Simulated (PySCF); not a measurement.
## Electron correlation in Ga+ (gallium, charge +1)

Starting occupation: [Ar] 3d9 4s2 4p1, 3d3/2 with m_j = -3/2, -1/2, +1/2, +3/2, 3d5/2 with m_j = -3/2, -1/2, +1/2, +3/2, +5/2, 4p3/2 with m_j = +3/2. Calculation: PySCF 2.14, in x2c-SVPall-2c with one added diffuse shell each of s, p, d type (6s7p4d, 47 functions); X2C-1e with screened-nucleus spin-orbit coupling, Gaussian nucleus. Frozen: [Ne]; 20 electrons correlated; the 6 highest virtual spinors left out.

MP2 pair energies summed by pair of shells (mhartree):

| pair | energy | share (%) |
| --- | --- | --- |
| 3d-3d | -84.44 | 35.8 |
| 3d-3p | -68.75 | 29.2 |
| 3p-3p | -26.69 | 11.3 |
| 4s-4s | -18.56 | 7.9 |
| 4p-4s | -15.14 | 6.4 |
| 3d-4s | -5.39 | 2.3 |
| 3d-3s | -4.82 | 2.0 |
| 3d-4p | -3.60 | 1.5 |
| 3p-4s | -2.64 | 1.1 |
| 3p-3s | -2.45 | 1.0 |
| 3p-4p | -1.89 | 0.8 |
| 3s-3s | -0.85 | 0.4 |
| 3s-4s | -0.42 | 0.2 |
| 3s-4p | -0.07 | 0.0 |

Total MP2 correlation energy: -235.71 mhartree.

The GHF reference relaxed away from the jj start to a determinant that is no pure jj level (⟨S²⟩ = 2.00, ⟨J²⟩ = 20.02); the energies belong to that determinant.

This basis was not built for core-valence correlation, so the inner-shell part is incomplete.
